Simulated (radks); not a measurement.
Spherical quantum dot in the effective-mass picture: electrons in a well V = -V0 / (1 + exp((r - R)/a)) with V0 = 4.68, R = 9.8, a = 1.1, all in effective atomic units (hartree* = m*/eps^2 hartree, bohr* = eps/m* bohr), one dielectric constant everywhere. Calculated with a radial shooting solver with Libxc functionals: non-relativistic Kohn-Sham, LDA (Slater exchange, Perdew-Wang correlation), spin-polarised, spherical densities. Levels are named by radial order and angular momentum (1s, 1p, 1d, 2s, ...), and open shells are averaged over m. Results are scaled to m* = 0.21 and eps = 11.2, for which hartree* = 45.55 meV and bohr* = 2.822 nm. At N = 1 the configuration is 1s(up 1, down 0). Does electron 2 go into 1p up or 1s down?

Answer. Into 1s down. The total energies of the other choices lie higher by 2.65 meV (1p up).
